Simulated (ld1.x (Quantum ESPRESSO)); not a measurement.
## Cl (Z = 17): one change to a TM potential, before and after

| Item | Value |
| --- | --- |
| Element | Cl |
| Generator | ld1.x (Quantum ESPRESSO) 7.5 |
| Type | norm-conserving Troullier–Martins (Kleinman–Bylander form) |
| Functional | PBEsol |
| Relativity | non-relativistic |
| Frozen core | [Ne] |
| Valence charge | 7 |
| Reference configuration | 3s2 3p4 (charge +1) |
| Partial waves | 3s (bound): rc 1.00 bohr; 3d channel at -0.15 Ry: rc 1.05 bohr; 3p (bound): rc 0.90 bohr |
| Local potential | the p channel |
| Core correction | none |

All-electron outer shells of the reference configuration (PBEsol, non-relativistic, ld1.x):

```json
{"shell": "3s", "level (eV)": "-31.83", "outermost node (bohr)": "0.56", "outermost maximum (bohr)": "1.27"}
{"shell": "3p", "level (eV)": "-19.39", "outermost node (bohr)": "0.53", "outermost maximum (bohr)": "1.39"}
```

Change: local potential all-electron potential smoothed inside 0.90 bohr (lloc = -2).

Cutoffs: the cutoffs (Ry, on a coarse ladder) from which the occupation-weighted sum of valence levels, in a spherical-Bessel basis at the reference potential, stays within 10 and 1 mRy of its value at 400 Ry; they do not see the model core or the augmentation charge, which bear on the density cutoff. Errors are all-electron minus pseudo energies relative to the spin-unpolarised reference configuration.

Question: Predict the effect on cutoff, ghosts and configuration errors.

Answer: Of the 7 tests that both files solve, the error grows in 0 and shrinks in 5 by more than 15 % and 0.3 meV (median size 10.3 → 9.9 meV); neither file shows a bound ghost.

| quantity | base | changed |
| --- | --- | --- |
| cutoff, loose | 230 Ry | 230 Ry |
| cutoff, tight | over 300 Ry | over 300 Ry |
| bound ghosts | none | none |
| error for 3s2 3p5, meV [ΔE -13.85 eV] | +9.4 | +6.9 |
| error for 3s2 3p3, meV [ΔE 25.41 eV] | +20 | +15 |
| error for 3s2 3p2, meV [ΔE 63.67 eV] | +105 | +79 |
| error for 3s2 3p1, meV [ΔE 115.86 eV] | +298 | +225 |
| error for 3s1 3p6, meV [ΔE -1.92 eV] | +10 | +9.9 |
| error for 3s2 3p4.5, meV [ΔE -8.28 eV] | +2.9 | +2.1 |
| error for 3s1 3p5, meV [ΔE 12.48 eV] | +8.0 | +7.2 |
| s: phases at 1.15 bohr within 0.05 rad from the reference energy up to (Ry; the scan ends near 5) | -1.1 | -0.7 |
| p: phases at 1.15 bohr within 0.05 rad from the reference energy up to (Ry; the scan ends near 5) | 0.2 | 0.6 |
| d: phases at 1.15 bohr within 0.05 rad from the reference energy up to (Ry; the scan ends near 5) | to the end of the scan | to the end of the scan |
